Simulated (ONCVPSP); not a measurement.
# Which change was made? (Co, ONCV)

- Element: Co
- Generator: ONCVPSP 4.0.1
- Type: optimised norm-conserving Vanderbilt (ONCV)
- Functional: LDA (Perdew-Wang 92)
- Relativity: scalar-relativistic
- Frozen core: [Ne] 3s2
- Valence charge: 15
- Reference configuration: 3p6 3d7 4s2
- Partial waves: 4s: rc 2.45 bohr, ncon 4, nbas 7, qcut 2.8 1/bohr, 2 projectors, debl 1.2 Ha; 3p: rc 1.05 bohr, ncon 4, nbas 8, qcut 15.3 1/bohr, 2 projectors, debl 1.6 Ha; 3d: rc 1.15 bohr, ncon 4, nbas 8, qcut 11.3 1/bohr, 3 projectors, debl 3.2 Ha
- Local potential: polynomial inside 1.05 bohr (lpopt 4, dvloc0 1 Ha)
- Core correction: Teter function, fcfact 5.5, rcfact 1.05

In the p channel the program set the typed energies aside and used -2.408, 0.250 Ha.

Cutoffs, loose and tight: the cutoffs (Ha) at which the residual kinetic energy of the hardest occupied pseudo-wave falls to 1 and 0.1 mHa per electron. They do not see the model core or the augmentation charge, which bear on the density cutoff. Test errors are all-electron minus pseudo excitation energies from the reference, over the configurations 3p6 3d7 4s1; 3p6 3d7 4s0; 3p6 3d6 4s0; 3p6 3d7 4s1.5; variants that change the core or the reference have their own tests.

The base gives: outcome: generated, projector energies reset by the program; cutoff, loose: 60 Ha; cutoff, tight: 127 Ha; bound ghosts: none; GHOST(+) flags above zero: s; largest test error (meV): -36.

Q: After one change the result is: outcome: generated, projector energies reset by the program; cutoff, loose: 89 Ha; cutoff, tight: 110 Ha; bound ghosts: none; GHOST(+) flags above zero: s; largest test error (meV): +71. Which change was it?
A. s: qcut 3.8; p: qcut 20.5; d: qcut 15.2
B. s: qcut 3.1; p: qcut 16.9; d: qcut 12.5
C. s: qcut 3.3; p: qcut 18.3; d: qcut 13.5
D. s: qcut 2.1; p: qcut 11.4; d: qcut 8.4

A: C. The others give: s: qcut 2.1; p: qcut 11.4; d: qcut 8.4 → outcome: generated, projector energies reset by the program; cutoff, loose: 176 Ha; cutoff, tight: 228 Ha; bound ghosts: none; GHOST(+) flags above zero: s, d; largest test error (meV): -56 | s: qcut 3.8; p: qcut 20.5; d: qcut 15.2 → outcome: generated, projector energies reset by the program; cutoff, loose: 81 Ha; cutoff, tight: 113 Ha; bound ghosts: none; GHOST(+) flags above zero: s, p; largest test error (meV): +99 | s: qcut 3.1; p: qcut 16.9; d: qcut 12.5 → outcome: generated, projector energies reset by the program; cutoff, loose: 66 Ha; cutoff, tight: 81 Ha; bound ghosts: none; GHOST(+) flags above zero: s; largest test error (meV): +55.
